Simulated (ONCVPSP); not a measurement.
**Scattering properties, ONCV potential for Fe (Z = 26)**

| Item | Value |
| --- | --- |
| Element | Fe |
| Generator | ONCVPSP 4.0.1 |
| Type | optimised norm-conserving Vanderbilt (ONCV) |
| Functional | PBEsol |
| Relativity | scalar-relativistic |
| Frozen core | [Ne] |
| Valence charge | 16 |
| Reference configuration | 3s2 3p6 3d6 4s2 |
| Partial waves | 3s+4s: rc 1.15 bohr, ncon 4, nbas 8, qcut 10 1/bohr, 2 projectors; 3p: rc 1.25 bohr, ncon 4, nbas 7, qcut 12.4 1/bohr, 2 projectors, debl 2.8 Ha; 3d: rc 1.10 bohr, ncon 4, nbas 9, qcut 16.1 1/bohr, 3 projectors, debl 1.9 Ha |
| Local potential | polynomial inside 1.05 bohr (lpopt 5, dvloc0 6 Ha) |
| Core correction | Teter function, fcfact 5.5, rcfact 1.7 |

The phase is arctan(r·R′/R) of the radial function R(r), unwrapped; energies in Ha, scanned from -5 to 5 Ha. A pole is an energy at which the radial function vanishes at the test radius. The pseudo phase is shifted by a multiple of π to meet the all-electron one at the reference energy, and phase errors are pseudo minus all-electron; the curves can meet again beyond the range given. Levels narrower than the energy grid can be missing from the lists of poles.

Q: For each channel, where are the poles, and over which energies does the pseudopotential scatter like the atom?

A:

| channel | radius (bohr) | reference energy (Ha) | poles, all-electron | poles, pseudo | unbroken range about the reference energy with phases within 0.05 rad | phase error 1 Ha above the reference energy (rad) |
| --- | --- | --- | --- | --- | --- | --- |
| s | 1.17 | -0.20 | -1.96 | -1.96 | the whole range | +0.000 |
| p | 1.27 | -2.20 | -1.13 | -1.13 | the whole range | -0.000 |
| d | 1.12 | -0.28 | 1.65 | 1.65 | the whole range | -0.000 |

Phases in the p channel:

```
E (Ha)  all-electron  pseudo
 -4.96         1.050   1.050
 -4.72         1.002   1.002
 -4.48         0.941   0.941
 -4.24         0.859   0.859
 -4.00         0.747   0.747
 -3.76         0.585   0.585
 -3.52         0.347   0.347
 -3.28         0.013   0.013
 -3.04        -0.382  -0.382
 -2.80        -0.740  -0.740
 -2.56        -1.002  -1.002
 -2.32        -1.183  -1.183
 -2.08        -1.308  -1.308
 -1.84        -1.400  -1.400
 -1.60        -1.470  -1.470
 -1.36        -1.526  -1.526
 -1.12        -1.572  -1.572
 -0.88        -1.612  -1.612
 -0.64        -1.648  -1.648
 -0.40        -1.681  -1.681
 -0.16        -1.712  -1.712
  0.08        -1.742  -1.742
  0.32        -1.772  -1.772
  0.56        -1.802  -1.802
  0.80        -1.834  -1.834
  1.04        -1.868  -1.868
  1.28        -1.905  -1.905
  1.52        -1.947  -1.947
  1.76        -1.994  -1.994
  2.00        -2.049  -2.049
  2.24        -2.114  -2.114
  2.48        -2.193  -2.193
  2.72        -2.290  -2.290
  2.96        -2.411  -2.411
  3.20        -2.563  -2.563
  3.44        -2.751  -2.751
  3.68        -2.972  -2.972
  3.92        -3.213  -3.213
  4.16        -3.448  -3.448
  4.40        -3.656  -3.657
  4.64        -3.828  -3.829
  4.88        -3.966  -3.967
```
